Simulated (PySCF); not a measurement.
hexafluorobutadiene (C4F6), SMILES FC(=C(C(F)=C(F)F)F)F.

Geometry: ωB97X-D3(BJ)/def2-SVP. The geometry has at least one imaginary mode, so it is a saddle point at that level. The values are those of a single conformer.

Calculation: CAM-B3LYP/def2-SVP (PySCF).

Isolated molecule, no solvent.

| Quantity | Value |
|---|---|
| total energy | -750.59885 hartree |
| point group | C2h |
| highest occupied level | -8.15 eV |
| lowest empty level | 0.16 eV |
| orbital gap | 8.31 eV |
| dipole moment | 0.00 D |
| quadrupole, principal values (traceless, Buckingham form, about the centre of nuclear charge) | -4.63, -0.37, 5.00 D·Å |
| mean static polarisability | 46.6 bohr³ (6.90 Å³) |
| polarisability, principal values | 23.9, 38.2, 77.7 bohr³ |
